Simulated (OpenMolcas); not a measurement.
An atom or ion with 24 electrons was computed by MS-CASPT2, IPEA 0.25 Eh, imaginary shift 0.1 Eh with spin-orbit coupling (OpenMolcas, ANO-RCC-VTZP, DKH2). The lowest levels that the run gave, each within 12 % of the measured value where one is at hand:

```csv
J,Parity,E (cm-1),g
4,even,0.0,1.501
3,even,657,1.501
2,even,1111,1.501
1,even,1401,1.501
0,even,1543,
2,even,22930,1.500
6,even,23970,1.166
5,even,24280,1.037
4,even,24480,0.821
1,even,24830,1.499
0,even,25600,
4,even,25630,1.225
```

Problem. Which ion is it, and what are the configurations and terms?

Solution. Co³⁺ (Z = 27, charge +3; active space 6 electrons in 5 orbitals (3d)). J, parity and g give the terms where levels are pure, and mixed ones are named by the computed weights; the size of the splittings, set against known spectra of the 24-electron sequence, gives the charge. In order, with the measured energies in cm-1 (Sugar and Corliss, J. Phys. Chem. Ref. Data 10, 1097 (1981)): 3d6 5D4, 3d6 5D3 (639), 3d6 5D2 (1078), 3d6 5D1, 3d6 5D0 (1494), 3d6 3P2(1) (22883), 3d6 3H6 (23680), 3d6 3H5 (24032), 3d6 3H4 (24272), 3d6 3P1(1) (24729), 3d6 3P0(1) (25449), 3d6 3F4(1) (25396).

Term energies are means over components that CASPT2 splits; among the terms shown or strongly mixed into the levels shown the widest spread is 480 cm-1 (3d6 3H). The CASPT2 spread within a term exceeds the gap to the next term for 3d6 3P(1) and 3d6 3H, so the order of their levels is uncertain. Measured partners are found by configuration, term and J. A level has none where our copy of the source lacks it or the pairing is in doubt (some pairs that miss far off the trend of their configuration count as doubtful), and it then counts in no deviation. Levels of configurations outside the active space are missing.

A number in round brackets counts repeated terms of one configuration in the order of the reference energies.
